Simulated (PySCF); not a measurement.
# One molecule, several mistakes: BH5OSi

All numbers below are calculated, not measured. The program is PySCF 2.14.0, an open-source quantum chemistry code, run on an isolated molecule that a program drew, which may never have been made. The molecule is BH5OSi (charge 0, singlet), drawn as the SMILES string `OB[SiH3]`.

Each row is a Hartree-Fock (HF) and frozen-core CCSD(T) single point in the cc-pV(D+d)Z basis, meant for a local HF minimum. Run 1 is clean. Each other run has one planted mistake out of seven kinds, and not every kind appears here: one electron removed, one electron added, multiplicity raised by two, geometry at a saddle point, minimal basis STO-3G, one bond length entered in bohr, all coordinates scaled. The reference is restricted for singlets and unrestricted otherwise, and also for a bond in bohr. Adding or removing an electron swaps singlet and doublet. Electrons count all cores. HOMO and LUMO are orbital energies over both spins, the gradient is its largest component, and the lowest frequency (negative if imaginary) is given only where the gradient is small. Bond lengths are over the 7 bonds as drawn. T1 is the CCSD diagnostic: over 0.02 (restricted) or 0.045 (unrestricted) a single reference is doubtful.

Geometry of the clean run:
```xyz
8
BH5OSi, angstrom
O     1.5387   -1.7068   -1.7488
B     1.0693   -0.9675   -0.7237
Si    0.0768    0.8179   -0.9549
H     1.3804   -1.3461   -2.6081
H     1.2690   -1.4236    0.3715
H    -0.0590    1.1905   -2.3907
H    -1.2858    0.7340   -0.3696
H     0.8065    1.9106   -0.2621
```

| run | electrons | basis functions | <S^2> | HOMO (eV) | LUMO (eV) | gradient (hartree/bohr) | lowest frequency (cm^-1) | mean bond (Å) | longest bond (Å) | T1 | HF (hartree) | CCSD(T) (hartree) | mistake |
|---|---|---|---|---|---|---|---|---|---|---|---|---|---|
| 1 | 32 | 76 | 0.000 | -10.79 | 2.62 | 8.0e-06 | 93 | 1.4304 | 2.056 | 0.0157 | -391.42548 | -391.85617 | no fault |
| 2 | 32 | 24 | 0.000 | -8.56 | 7.93 | 6.2e-02 | - | 1.4304 | 2.056 | 0.0187 | -386.75274 | -386.91969 | minimal basis STO-3G |
| 3 | 32 | 76 | 0.000 | -10.71 | 2.27 | 5.3e-02 | - | 1.5191 | 2.183 | 0.0175 | -391.40229 | -391.83989 | all coordinates scaled |
| 4 | 32 | 76 | 0.925 | -9.28 | 1.41 | 1.4e-02 | - | 1.6917 | 3.885 | 0.0241 | -391.32577 | -391.73227 | ? |
| 5 | 33 | 76 | 0.760 | 1.00 | 9.33 | 6.2e-02 | - | 1.4304 | 2.056 | 0.0148 | -391.35680 | -391.80174 | ? |

**Which mistake was planted in run 4, and what did it cost?**

The mean bond changes by a factor of 1.183 and the longest by 1.890, so the molecule wasn't scaled as a whole. A length L in bohr read as angstrom grows by (1/0.5292 - 1) L = 0.890 L. The 7 bonds together grew by 7 x 0.2613 = 1.829 Å, which gives L = 2.056 Å. That is bond B2-Si3, 2.056 Å in the clean geometry. So the mistake is: one bond length entered in bohr. Subtracting run 1 and multiplying by 627.51 kcal/mol a hartree, the energy moved by 62.6 kcal/mol in HF and 77.7 kcal/mol in CCSD(T).

**Which mistake was planted in run 5, and what did it cost?**

It counts 33 electrons, one more than the clean run, at the same geometry and basis. So the mistake is: one electron added. Subtracting run 1 and multiplying by 627.51 kcal/mol a hartree, the energy moved by 43.1 kcal/mol in HF and 34.2 kcal/mol in CCSD(T).

Cautions from the logs. Run 5: the HOMO is above zero, so the electron isn't bound and the energy depends on the basis.
